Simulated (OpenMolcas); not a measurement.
Fe3+, Ru3+, Os3+: d5 down the group

```json
{
  "Program": "OpenMolcas 26.06",
  "Method": "MS-RASPT2, IPEA 0.25 Eh, imaginary shift 0.1 Eh",
  "Basis": "ANO-R2",
  "Scalar Hamiltonian": "X2C, finite nucleus",
  "Spin-orbit coupling": "state interaction with AMFI integrals over the reference wave functions, term energies averaged over their components"
}
```

Active space for each ion: 11 electrons in 8 orbitals (RAS1 p, at most 2 holes; RAS2 d); closed shells correlated by CASPT2: Fe3+ 3s; Ru3+ 4s; Os3+ 5s.

Computed levels in cm-1 above 6S 5/2:

```
                               Level   Fe3+   Ru3+   Os3+
                              4G 7/2  33240  24070  21640
                             4G 11/2  33240  24140  22720
                              4G 9/2  33250  24210  23450
                              4P 1/2  36770  27600  25040
                              4D 7/2  40120  28800  27640
                              4D 1/2  40190  29640  31230
                             2I 11/2  48400  35090  32980
                             2I 13/2  48480  35600  35950
                           2F 7/2(1)  53400  40940  45470
weight of 6S in the lowest level (%)    100     99     88
```

Mixed levels, with the weight of the term that names them: Ru3+ 4P 1/2 (72 %), Ru3+ 4D 1/2 (73 %), Ru3+ 2F 7/2(1) (73 %), Os3+ 4G 7/2 (68 %), Os3+ 4P 1/2 (60 %), Os3+ 4D 7/2 (70 %), Os3+ 4D 1/2 (64 %), Os3+ 2F 7/2(1) (58 %).

Measured, with the error of the calculation in %. Measured levels: Fe3+ from Corliss and Sugar, J. Phys. Chem. Ref. Data 11, 135 (1982).

| Level | Fe3+ |
| --- | --- |
| 4G 11/2 | 32246 (+3.1) |
| 4P 1/2 | 35407 (+3.9) |
| 4D 7/2 | 38779 (+3.5) |
| 4D 1/2 | 38897 (+3.3) |
| 2F 7/2(1) | 51394 (+3.9) |

Without spin-orbit coupling 4G lies 33240, 24110, 22380 cm-1 above 6S in that order; the difference to the level 4G 7/2, of either sign, comes from spin-orbit coupling, which also lowers the zero.

CASPT2 does not keep the components of a term degenerate, so their means are used; among the terms shown or strongly mixed into the levels shown the widest spread is 1300 cm-1 (4d5 2I, Ru3+). Active for correlation alone: 3p; no level in the range computed is led by a configuration that opens it, so any true level of that kind is missing (holds for Fe3+). Active for correlation alone: 4p; no level in the range computed is led by a configuration that opens it, so any true level of that kind is missing (holds for Ru3+). Active for correlation alone: 5p; no level in the range computed is led by a configuration that opens it, so any true level of that kind is missing (holds for Os3+). The CASPT2 spread within a term exceeds the gap to the next term for 5d5 2G(1) and 5d5 2H, so the order of their levels is uncertain, and so are names and mixing where such terms share a J (holds for Os3+). Computed and measured levels are paired by configuration, term and J; levels that our copy of the source lacks, or whose pairing is in doubt (as where it misses far off the trend of its configuration), stay unpaired and out of the deviations. Levels of configurations outside the active space are missing.

A number in round brackets counts repeated terms of one configuration in the order of the reference energies.
